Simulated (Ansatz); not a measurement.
Ansatz (a quantum-chemistry and plane-wave program) input for CF₂I, SMILES F[C](F)I, multiplicity 2, PBE/def2-SVPD. The structure is a stationary point at B3LYP-D3(BJ)/def2-SVP. The isomer is the one that the SMILES or the coordinates give; other isomers of the formula were not compared. The def2 effective core potentials stand for the cores of I; spin–orbit coupling is left out.

Ansatz 0.2 input:
```yaml
crystal:
  periodic: [false, false, false]
  atoms:
    - {symbol: F, position_ang: [-1.94644537, 0.08772887, 1.07736087]}
    - {symbol: C, position_ang: [-1.32626496, -0.33954957, -0.00000000]}
    - {symbol: F, position_ang: [-1.94644537, 0.08772887, -1.07736086]}
    - {symbol: I, position_ang: [0.81120012, 0.00864486, 0.00000000]}
basis:
  gaussian:
    orbitals: def2-SVPD
hamiltonian:
  xc: {name: PBE}
magnetization: {spin_polarized: true, initial_magnetization: 1}
```

Log of the run:

```
WARN ansatz: RAYON_NUM_THREADS=1 ignored (pool sized by the plan → 1); use --threads N
Functional definition: PBE
integrals: 0.04 GiB planned
920 factors; their error is unknown
mean field: 0.33 GiB planned
mean field evaluation 1: about -14557.0397 eV, gradient 2.0e1 eV
mean field evaluation 2: about -14551.8098 eV, gradient 4.1e1 eV
mean field evaluation 4: about -14558.5350 eV, gradient 2.0e0 eV
mean field evaluation 8: about -14558.5241 eV, gradient 8.2e-2 eV
mean field evaluation 16: about -14558.5241 eV, gradient 1.7e-5 eV
mean field -14558.52410087 eV, -535.0158925848 hartree, gradient 1.6e-5 eV, S^2 0.752662; 0 other end points of the search recorded, 0 dependent functions left out
reference -14558.52415636 eV, -535.0158946240 hartree; 25, 24 occupied and 76, 77 virtual orbitals, 920 factors
Total energy: -14558.52415636 eV, -535.0158946240 hartree
```

Self-consistency was reached.
